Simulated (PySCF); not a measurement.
isocyanic acid anion (CHNO), SMILES N=C=O (connectivity only; charge and spin as stated), charge -1, multiplicity 2. Atoms are numbered in the order given.

```xyz
4

N     -0.2266     1.1380     0.0000
C      0.3157    -0.0427     0.0000
O     -0.1009    -1.1944     0.0000
H      0.4997     1.8450     0.0000
```
Charge -1, spin multiplicity 2.

Geometry: B3LYP-D3(BJ)/def2-TZVPD. The multiplicity is an assumed one; other spin states were not compared.

Computed with r2SCAN/def2-TZVPD run with PySCF.

Mulliken values depend strongly on the basis, most of all with diffuse functions as here. ESP charges are fitted to the potential on shells at 1.4 to 2.0 van der Waals radii. Atomic charges (e):

| atom | meta-Löwdin | ESP fit | Mulliken | Mulliken spin |
|---|---|---|---|---|
| N1 | -0.65 | -0.55 | -0.43 | 0.07 |
| C2 | 0.03 | -0.23 | -0.80 | 1.45 |
| O3 | -0.56 | -0.39 | -0.03 | -0.37 |
| H4 | 0.17 | 0.17 | 0.26 | -0.15 |
